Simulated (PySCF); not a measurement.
C7H7N.
SMILES with atom numbers: `[N:1]#[C:2][C@@:3]12[CH:4]=[CH:5][CH2:6][C@@H:7]1[CH2:8]2`

Definitions: NICS(0) = −σiso at the ring centroid; NICS(1) = −σiso and NICS(1)zz = −σzz at ±1 Å along the ring normal z. Level: GIAO PBE0/pcSseg-1 (PySCF, non-relativistic, gas phase) on the GFN2-xTB geometry, one conformer.

Rings: 1. C3–C4–C5–C6–C7; 2. C3–C7–C8.

```json
{"set": "P", "NICS(0)": "-43.3", "NICS(1), two faces": "-8.1 / -8.9", "NICS(1)zz, two faces": "-21.1 / -22.3"}
{"set": "Q", "NICS(0)": "-6.3", "NICS(1), two faces": "-2.6 / -6.2", "NICS(1)zz, two faces": "-2.6 / -3.8"}
```

Question: Which set (ppm) belongs to which ring?

Answer: P = 2, Q = 1.
- 1 (5-membered carbocycle; formal bonds 1 double, 4 single): mean NICS(1)zz -3.2 ppm, shielded. C3, C6, C7 have four or more neighbours, and the NICS criterion for π rings isn't applied.
- 2 (3-membered carbocycle; formal bonds all single): mean NICS(1)zz -21.7 ppm, shielded. C3, C7, C8 have four or more neighbours; no verdict on aromaticity is drawn.

Question: How do the rings differ in shape?

Answer: 
| ring | bond lengths (Å) | rms pucker (Å) | HOMA | nearest outside atom to a NICS(1) probe (Å) |
| --- | --- | --- | --- | --- |
| 1 | 1.488, 1.326, 1.503, 1.516, 1.526 | 0.02 | – | hydrogen 1.35 |
| 2 | 1.526, 1.490, 1.519 | 0.00 | – | hydrogen 1.45 |
